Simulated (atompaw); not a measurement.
An all-electron radial function and its pseudo partner (Nd (Z = 60))

Columns: radius, all-electron u(r) and pseudo u(r) of the 5p shell (level -22.71 eV) of neodymium in the configuration [Kr] 4d10 4f4 5s2 5p6 5d0 6s1.5 6p0.5; PBE, scalar-relativistic, PAW (atompaw) scheme, atompaw 4.2.0.5.

```tsv
r (bohr)	all-electron	pseudo
0.115	0.0713	0.0190
0.231	0.2469	0.0751
0.346	-0.1608	0.1619
0.462	-0.4299	0.2731
0.577	-0.4009	0.3969
0.692	-0.1869	0.5238
0.808	0.0908	0.6448
0.923	0.3509	0.7491
1.038	0.5621	0.8317
1.154	0.7164	0.8894
1.269	0.8146	0.9202
1.385	0.8669	0.9268
1.500	0.8817	0.9125
1.615	0.8690	0.8822
1.731	0.8363	0.8402
1.846	0.7908	0.7913
1.962	0.7369	0.7369
2.077	0.6795	0.6795
2.192	0.6210	0.6210
2.308	0.5629	0.5629
2.423	0.5076	0.5076
2.538	0.4555	0.4555
2.654	0.4067	0.4067
2.769	0.3621	0.3621
2.885	0.3212	0.3212
3.000	0.2845	0.2845
```

(1) How many radial nodes do the two functions have?

(2) At about which radius was the pseudo-wave matched?

(3) Is the pseudo-wave norm-conserving?

Answers

(1) The all-electron 5p function has n − l − 1 = 3 (the table is too coarse to show those close to the nucleus); the pseudo-wave has 0, since the states of the same l below it are removed with the core.

(2) 1.95 bohr, where the columns begin to agree (steps of 0.12 bohr).

(3) No, it belongs to a PAW set: the norm inside the radius is not constrained, and the difference is carried by the augmentation charge.
